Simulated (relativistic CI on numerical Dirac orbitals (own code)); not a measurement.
How well does a small relativistic CI reproduce Cd³⁺?

Method of calculation: Dirac-Coulomb-Breit CI, KLI orbitals optimised for each configuration, model QED, valence Slater integrals scaled by 0.85, P86 correlation energy added to each configuration (own radial code, finite nucleus).

Configurations in the expansion (outside the closed core [Ar] 3d10 4s2): 4p⁶4d⁹, 4p⁶4d⁸5s, 4p⁶4d⁸4f, 4p⁶4d⁸5p, 4p⁶4d⁸5d, 4p⁶4d⁷5s², 4p⁶4d⁸6s, 4p⁶4d⁸6p, 4p⁶4d⁷4f², 4p⁵4d¹⁰, 4p⁶4d⁷5s5p, 4p⁶4d⁸6d, 4p⁶4d⁸5f, 4p⁶4d⁸5g, 4p⁶4d⁸6f, 4p⁶4d⁷4f5s. Levels of other configurations are missing.

```csv
Configuration,Term (tabulated),J,Measured (cm⁻¹),Computed,Error,Purity (%)
4p⁶4d⁹,2D,5/2,0.0,0,0,100
4p⁶4d⁹,2D,3/2,5812.0,5569,-243,100
4p⁶4d⁸5s,4F,9/2,108704.0,115498,6794,99
4p⁶4d⁸5s,4F,7/2,111734.0,118507,6773,89
4p⁶4d⁸5s,4F,5/2,114758.0,121402,6644,95
4p⁶4d⁸5s,4F,3/2,116125.0,122808,6683,89
4p⁶4d⁸5s,2F,7/2,118333.0,125475,7142,88
4p⁶4d⁸5s,2G,9/2,133860.0,140990,7130,99
4p⁶4d⁸5s,2G,7/2,134010.0,141135,7125,98
4p⁶4d⁸5p,4D°,5/2,177252.0,181739,4487,84
4p⁶4d⁸5p,4G° †,11/2,179173.0,183176,4003,98
4p⁶4d⁸5p,4G° †,7/2,179375.0,183686,4311,66
4p⁶4d⁸5p,4G°,5/2,180812.0,185279,4467,67
4p⁶4d⁸5p,4D°,3/2,180868.0,185264,4396,84
4p⁶4d⁸5p,4F°,9/2,181672.0,185750,4078,72
4p⁶4d⁸5p,4D°,1/2,182864.0,187046,4182,91
4p⁶4d⁸5p,4P°,1/2,189404.0,193729,4325,84
4p⁶4d⁸5p,2P°,1/2,194212.0,199126,4914,75
4p⁶4d⁸5p,2F°,7/2,194367.0,198943,4576,56
4p⁶4d⁸5p,2D°,5/2,196255.0,201380,5125,66
4p⁶4d⁸5p,4D°,1/2,196370.0,201674,5304,89
4p⁶4d⁸5p,2H°,9/2,196560.0,201164,4604,94
4p⁶4d⁸5p,2D°,3/2,200743.0,207264,6521,66
4p⁶4d⁸5p,2H°,11/2,201293.0,205426,4133,98
4p⁶4d⁸5p,2P°,3/2,201967.0,206076,4109,61
4p⁶4d⁸5p,2S°,1/2,202655.0,208390,5735,72
4p⁶4d⁸5p,2F°,5/2,204196.0,208572,4376,82
4p⁶4d⁸5p,4S°,3/2,204294.0,209581,5287,90
4p⁶4d⁸5p,2P°,1/2,206402.0,211353,4951,76
```

Measured levels from Moore, Atomic Energy Levels, vol. III, NSRDS-NBS 35 (1971 reprint of NBS Circular 467, 1958); pairs were made by configuration, J and term (by order where the table uses no LS term), so strongly mixed levels may be paired wrongly. The analysis dates from before 1960.

Mean error by configuration (cm⁻¹): 4p⁶4d⁹ -243; 4p⁶4d⁸5s 6899; 4p⁶4d⁸5p 4754. Over the excited levels the mean absolute error is 5158 cm⁻¹ (28 of the 42 excited levels that our extract of the source holds in range could be paired, and the others can miss by more), and the median relative error of those above 1,000 cm⁻¹ is 2.6 %. † marks terms whose computed intervals miss the measured ones by more than a factor of 2.5, or configurations far off the rest, from wrong mixing, a near crossing or a doubtful label or measurement; they are left out of the means.
